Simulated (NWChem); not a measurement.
Program: NWChem. System: H2O4W, charge 0, spin multiplicity 1, at a geometry optimised with PBE0/def2-SVP with def2 effective core potentials on W. The structure started from a generated list of species. Level: G0W0@PBE0/def2-TZVP with def2 effective core potentials on W, RI basis def2-tzvp-rifit, no spin-orbit coupling.

Part of the output:

```
             Northwest Computational Chemistry Package (NWChem) 7.3.0
             --------------------------------------------------------

                                NWChem Input Module
                                -------------------

 Scaling coordinates for geometry "geometry" by  1.889725989
 (inverse scale =  0.529177249)

 Turning off AUTOSYM since
 SYMMETRY directive was detected!

                             Geometry "geometry" -> ""
                             -------------------------

 Output coordinates in angstroms (scale by  1.889725989 to convert to a.u.)

  No.       Tag          Charge          X              Y              Z
 ---- ---------------- ---------- -------------- -------------- --------------
    1 W                   74.0000     0.00000000     0.00000000     0.02748100
    2 O                    8.0000    -1.36736200    -0.13558600     1.03577800
    3 O                    8.0000     1.36736200     0.13558600     1.03577800
    4 O                    8.0000    -0.16518500     1.54783400    -1.03005500
    5 H                    1.0000     0.39441700     2.33082600    -1.06259100
    6 O                    8.0000     0.16518500    -1.54783400    -1.03005500
    7 H                    1.0000    -0.39441700    -2.33082600    -1.06259100

 Effective nuclear repulsion energy (a.u.)     816.1328594339

            Nuclear Dipole moment (a.u.)
            ----------------------------
        X                 Y               Z
 ---------------- ---------------- ----------------
     0.0000000000    -0.0000000000    -0.0000377945

      Symmetry information
      --------------------

 Group name             C2
 Group number              4
 Group order               2
 No. of unique centers     4

      Symmetry unique atoms

     1    2    4    5


 Summary of "ao basis" -> "" (spherical)
 ------------------------------------------------------------------------------
       Tag                 Description            Shells   Functions and Types
 ---------------- ------------------------------  ------  ---------------------
 *                         def2-tzvp                  on all atoms

 Summary of "ri basis" -> "" (spherical)
 ------------------------------------------------------------------------------
       Tag                 Description            Shells   Functions and Types
 ---------------- ------------------------------  ------  ---------------------
 *                      def2-tzvp-rifit               on all atoms
[...]
  ----- ------------  ---------------      ----- ------------  ---------------
   107      0.521451  4 O  s                144     -0.521451  6 O  s
    20      0.517338  1 W  d -1             136     -0.424865  5 H  s
   173      0.424865  7 H  s                 25      0.343023  1 W  d -1
    30      0.185323  1 W  d -1              53     -0.180302  2 O  py
    84     -0.180302  3 O  py                22      0.171169  1 W  d  1

 center of mass
 --------------
 x =   0.00000000 y =  -0.00000000 z =   0.02341060

 moments of inertia (a.u.)
 ------------------
         567.147116927896           1.411800569326           0.000000000000
           1.411800569326         470.077117222323           0.000000000000
           0.000000000000           0.000000000000         532.719351921852

     Multipole analysis of the density
     ---------------------------------

     L   x y z        total         alpha         beta         nuclear
     -   - - -        -----         -----         ----         -------
     0   0 0 0      0.000000    -24.000000    -24.000000     48.000000

     1   1 0 0     -0.000000     -0.000000     -0.000000      0.000000
     1   0 1 0      0.000000      0.000000      0.000000     -0.000000
     1   0 0 1     -1.127372      0.994280      0.994280     -3.115931

     2   2 0 0    -37.664441    -73.581222    -73.581222    109.498003
     2   1 1 0      3.473714      0.461820      0.461820      2.550075
     2   1 0 1      0.000000      0.000000      0.000000     -0.000000
     2   0 2 0    -25.827813   -101.283961   -101.283961    176.740108
     2   0 1 1     -0.000000     -0.000000     -0.000000      0.000000
     2   0 0 2    -36.733897    -83.378821    -83.378821    130.023744

 Task  times  cpu:       27.6s     wall:       27.6s

                                NWChem Input Module
                                -------------------

                                 NWChem GW Module
                                 ----------------

                             ***********************
                             ***        GW       ***
                             ***********************

 Summary of "ri basis" -> "ri basis" (spherical)
 ------------------------------------------------------------------------------
       Tag                 Description            Shells   Functions and Types
 ---------------- ------------------------------  ------  ---------------------
 W                      def2-tzvp-rifit             33      151   8s8p7d5f3g2h
 O                      def2-tzvp-rifit             22       76   8s6p4d3f1g
 H                      def2-tzvp-rifit              7       15   4s2p1d

                 Memory Information
                 ------------------
          Available GA per process is          1699.8 MBs
          Available stack per process is        700.0 MBs
          Available heap per process is           0.1 MBs

          Peak memory in Initialization
              Peak GA per process is                 19.0 MBs
              Peak stack per process is               0.4 MBs
              Peak heap per process is               19.6 MBs
              Memory not in MA per process            0.0 MBs

          Peak memory in CDGW Calculation
              Peak GA per process is                 22.8 MBs
              Peak stack per process is               3.6 MBs
              Peak heap per process is                3.9 MBs
              Memory not in MA per process            0.0 MBs

          Computing 2-center integrals
          Computing Inverse Cholesky factor
          Computing 3-center integrals
          Computing Vxc

          Computing Sigma_x
          Computing W(iw) on the imaginary grid
          Solving quasiparticle equations

                  Alpha Orbitals
          State     Energy (eV)     Error (eV)
          -----------------------------------
@GW        21        -11.892           0.004
@GW        22        -11.537           0.004
@GW        23        -11.503           0.004
@GW        24        -10.657           0.005
@GW        25          1.193           0.002
@GW        26          1.557           0.002

     GW Timing Statistics
   ------------------------
   Init.   :          0.1s
     ERIs  :          2.9s
     Distr.:          0.1s
     Vxc   :          2.6s
   Vmo     :          0.0s
   iW      :          6.0s
   I_n     :          0.0s
   R_n     :          0.8s
   GW total:         12.5s

 Task  times  cpu:       12.5s     wall:       12.5s

 Total times  cpu:       40.2s     wall:       40.2s
```

**Question.** Write an NWChem input that would produce this output.

**Answer.** One answer among several that fit: 
```
start mol
memory heap 200 mb stack 700 mb global 1700 mb
geometry units angstroms nocenter noautoz
  W      0.000000     0.000000     0.027481
  O     -1.367362    -0.135586     1.035778
  O      1.367362     0.135586     1.035778
  O     -0.165185     1.547834    -1.030055
  H      0.394417     2.330826    -1.062591
  O      0.165185    -1.547834    -1.030055
  H     -0.394417    -2.330826    -1.062591
  symmetry group C2
end
basis spherical
  * library def2-tzvp
end
ecp
  W library def2-ecp
end
basis "ri basis" bse spherical
  * library def2-tzvp-rifit
end
dft
  xc pbe0
  iterations 100
  direct
  tolerances tight
end
task dft energy
gw
  method cdgw
  states alpha occ 4 vir 2
end
task dft gw
```
